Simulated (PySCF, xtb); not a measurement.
C2H4F2OSi, SMILES FC1(F)OC[SiH2]1.

GFN2-xTB run with xtb 6.7.1 at its own geometry gives an orbital gap of 4.26 eV and a dipole moment of 5.59 D.

Geometry optimised at B3LYP-D3(BJ)/def2-SVP. The structure was generated by enumeration, and PubChem lists no compound with its InChIKey, so it may never have been made.

Question: What does PySCF with M06-2X/def2-TZVP give? (Estimate from the structure and the level; the computed values follow.)

Answer: gap 10.01 eV (levels -10.01 and 0.00 eV), dipole 3.87 D.
